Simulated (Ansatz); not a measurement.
System: CF₂I (charge 0, doublet). It need not be the lowest isomer of its formula. 
Coordinates optimised at B3LYP-D3(BJ)/def2-TZVP (Ansatz, an electronic-structure program):
```xyz
4

C     -1.3480     0.0398    -0.0610
F     -1.9141    -0.3241     1.0767
F     -1.8289    -0.6957    -1.0484
I      0.7882     0.1687     0.0021
```
Charge 0, spin multiplicity 2.

Quantity: vertical electron affinity (to the singlet state of charge -1; a negative value means that the extra electron is unbound and the number depends on the basis; each state is the SCF solution reached for its spin; for the singlet the Hartree-Fock reference is unstable and T1 is 0.018), in eV. Valence correlation only, unless marked. UHF or UKS for open shells. Spin-orbit coupling is left out. The frozen core is the preceding noble-gas configuration, with the filled d and f shells of earlier blocks. Past Kr the def2 sets carry scalar-relativistic core potentials. Anions need diffuse functions: def2-D sets add few. CBS(X,Y): correlation extrapolated as X^-3; Hartree-Fock from the larger set. [CCSD(T)-MP2]/basis is that difference in the basis named.

| level | program | vertical electron affinity (eV) | minus last row |
|---|---|---|---|
| HF/def2-SVPD | Ansatz | -0.13 | -1.30 |
| PBE/def2-TZVPD | Ansatz | 1.00 | -0.17 |
| BHLYP/def2-TZVPD | Ansatz | 0.87 | -0.30 |
| wB97M-V/def2-TZVPD | Ansatz | 1.03 | -0.14 |
| wB97X-V/def2-TZVPD | Ansatz | 0.92 | -0.25 |
| CCSD(T)/def2-SVPD | Ansatz | 0.80 | -0.37 |
| RI-MP2/CBS(def2-TZVPPD,def2-QZVPPD)+[CCSD(T)-MP2]/def2-SVPD | Ansatz | 1.17 | 0.00 |
